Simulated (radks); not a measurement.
Task: N3+, 4 electrons, occupied as [He] 2s2 2p(up 0, down 0). All-electron calculation, non-relativistic Kohn-Sham, r2SCAN, spin-polarised, spherical densities, point nucleus; meta-GGA in the generalised Kohn-Sham scheme. Program: a radial shooting solver on a logarithmic mesh with Libxc functionals. Some entries of the table are withheld. Estimate them.

orbital,occ.,eigenvalue (hartree),r(max) (bohr)
1s,2,(1),(2)
2s,2,(3),(4)
2p,0,(5),(6)

Result: 
(1) 1s eigenvalue (hartree): -16.72929
(2) 1s r(max) (bohr): 0.1483
(3) 2s eigenvalue (hartree): -2.51649
(4) 2s r(max) (bohr): 0.9268
(5) 2p eigenvalue (hartree): -2.06754
(6) 2p r(max) (bohr): 0.8244
